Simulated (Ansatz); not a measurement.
Mo₃N₃. Total charge 0; quartet. Geometry PBE0-D4/def2-SVP; atoms count from 1.

```xyz
6

Mo    0.173   -0.596    1.221
Mo   -1.586    0.543   -0.179
Mo    0.999   -0.756   -1.248
N    -1.069    0.772    1.547
N    -0.344    0.377   -1.615
N     1.826   -0.339    0.273
```

In the def2 sets Mo takes a core potential; there is no spin–orbit coupling. The charge 0 quartet is spin-contaminated (final ⟨S²⟩ up to 4.81, 3.75 for a pure state). The geometry of the quartet was relaxed on an unsound state (⟨S²⟩ 4.80, where a pure state has 3.75). Another isomer (doublet) lies 0.48 eV lower at PBE-D4/def2-TZVP.

(1) Estimate the Mulliken populations from the PBE0/def2-TZVP orbitals of Ansatz.

(2) Where does the spin sit?

(3) And the Mayer bond orders between bonded heavy atoms (over 0.3)?

## Answers

(1) 
```json
{"atom": "Mo1", "charge (e)": "0.62", "spin (α − β)": "-0.50", "d electrons": "4.51"}
{"atom": "Mo2", "charge (e)": "0.83", "spin (α − β)": "2.56", "d electrons": "4.42"}
{"atom": "Mo3", "charge (e)": "0.80", "spin (α − β)": "1.69", "d electrons": "4.39"}
{"atom": "N4", "charge (e)": "-0.75", "spin (α − β)": "-0.23", "d electrons": "–"}
{"atom": "N5", "charge (e)": "-0.82", "spin (α − β)": "-0.29", "d electrons": "–"}
{"atom": "N6", "charge (e)": "-0.67", "spin (α − β)": "-0.23", "d electrons": "–"}
```
Mulliken values and Mayer orders depend strongly on the basis.

(2) Summed by element: Mo 3.74, N -0.74, of 3 unpaired in all. Largest on single atoms: Mo2 2.56, Mo3 1.69, Mo1 -0.50.

(3) Mo1–Mo2 1.16 (2.52 Å); Mo1–Mo3 1.09 (2.61 Å); Mo1–N4 1.25 (1.88 Å); Mo1–N6 1.08 (1.92 Å); Mo2–Mo3 0.33 (3.08 Å); Mo2–N4 1.51 (1.82 Å); Mo2–N5 1.11 (1.91 Å); Mo3–N5 1.69 (1.80 Å); Mo3–N6 1.70 (1.78 Å).
